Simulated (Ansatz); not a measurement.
BiB₁₀⁻. Charge -1, multiplicity 1. Geometry PBE-D4/def2-SVPD; atoms count from 1.

Cartesian coordinates in Å:
```
Bi -0.158 1.281 0.954
B 1.983 1.610 -0.518
B 2.192 0.342 0.380
B -0.736 -3.206 0.777
B -1.411 -1.840 0.443
B 0.788 2.289 -1.290
B 0.312 -2.087 1.062
B -1.779 0.911 -1.038
B -0.748 2.001 -1.494
B 1.378 -0.879 0.935
B -1.823 -0.421 -0.211
```

In the def2 sets Bi takes a core potential; there is no spin–orbit coupling. The restricted singlet is unstable towards broken spin symmetry in Hartree–Fock (as tested in another run); at PBE0-D4/def2-TZVPD this wasn't settled. Another isomer (singlet) lies 3.67 eV lower at PBE0-D4/def2-TZVPD; other spin states weren't run for this one.

(1) Estimate the Mulliken populations from the PBE0/def2-TZVPD orbitals of Ansatz.

(2) And the Mayer bond orders between bonded heavy atoms (over 0.3)?

Results:

(1) 
```tsv
atom	charge (e)
Bi1	0.43
B2	-0.13
B3	-0.32
B4	-0.28
B5	0.00
B6	-0.25
B7	0.00
B8	-0.32
B9	-0.13
B10	0.00
B11	0.00
```
Mulliken values and Mayer orders depend strongly on the basis. With diffuse functions, as here, like atoms can get unlike values, and bond orders can come out too low or too high.

(2) Bi1–B2 0.33 (2.62 Å); Bi1–B3 0.57 (2.59 Å); Bi1–B6 0.48 (2.64 Å); Bi1–B8 0.57 (2.60 Å); Bi1–B9 0.33 (2.62 Å); Bi1–B10 0.41 (2.65 Å); Bi1–B11 0.41 (2.65 Å); B2–B3 1.45 (1.57 Å); B2–B6 1.35 (1.58 Å); B3–B10 1.10 (1.57 Å); B4–B5 1.30 (1.56 Å); B4–B7 1.30 (1.56 Å); B5–B7 0.74 (1.85 Å); B5–B11 1.13 (1.62 Å); B6–B9 1.34 (1.58 Å); B7–B10 1.13 (1.62 Å); B8–B9 1.45 (1.57 Å); B8–B11 1.11 (1.57 Å). Values over 0.3 also appear between atoms too far apart for a bond (B4–B10 0.30 at 3.15 Å; B4–B11 0.31 at 3.15 Å); they arise where an orbital or an unpaired electron spreads over both atoms.
